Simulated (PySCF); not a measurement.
**Steps of a relaxation of [La(NH3)]3+**

[La(NH3)]3+ (singlet). PySCF 2.14.0, RKS PBE0, La lcecp-1-SVP with ECP46, N def2-SVP, H def2-SVP; non-relativistic Hamiltonian with scalar-relativistic core potentials where named; density fitting; no spin-orbit coupling. Origin of the start: template. Columns: position (Å) and force (eV/Å). Energies are counted from the last step; some of the 7 steps are shown. Forces carry noise of the integration grid, about 0.01 to 0.03 eV/Å.

Run from Python with OMP_NUM_THREADS=2. Where DIIS fails, smearing, a level shift and second-order steps follow.
It took 8.3 s on 2 threads of Arm Neoverse V2 (shared host), from the converged density of the start.

```xyz
5
step 0  E = 0.101 eV
La    0.0000    0.0000   -0.2938     0.00    0.00    0.72
N     0.0000    0.0000    2.3262     0.00    0.00   -2.21
H     0.9392    0.0000    2.7242     0.65    0.00    0.50
H    -0.4696    0.8133    2.7242    -0.33    0.57    0.50
H    -0.4696   -0.8134    2.7242    -0.33   -0.57    0.50
```

```xyz
5
step 2  E = 0.010 eV
La    0.0000    0.0000   -0.2553     0.00    0.00    0.36
N     0.0000    0.0000    2.2676     0.00    0.00    0.09
H     0.9416    0.0000    2.7309    -0.17    0.00   -0.15
H    -0.4708    0.8154    2.7309     0.08   -0.15   -0.15
H    -0.4708   -0.8154    2.7309     0.08    0.15   -0.15
```

```xyz
5
step 4  E = 0.000 eV
La    0.0000    0.0000   -0.2172     0.00    0.00    0.01
N     0.0000    0.0000    2.2597     0.00    0.00    0.09
H     0.9375    0.0000    2.7208     0.01    0.00   -0.03
H    -0.4688    0.8118    2.7208    -0.01    0.01   -0.03
H    -0.4687   -0.8119    2.7208    -0.01   -0.01   -0.03
```

Where does the relaxation end?

It converges at step 6 in C3v:
```xyz
5
step 6  E = 0
La    0.0000    0.0000   -0.2150
N     0.0000    0.0000    2.2628
H     0.9394    0.0000    2.7191
H    -0.4697    0.8135    2.7191
H    -0.4697   -0.8135    2.7191
```

How did the contacts change?


```csv
contact,start (Å),end (Å)
La1–N2 (NH3),2.620,2.478
```
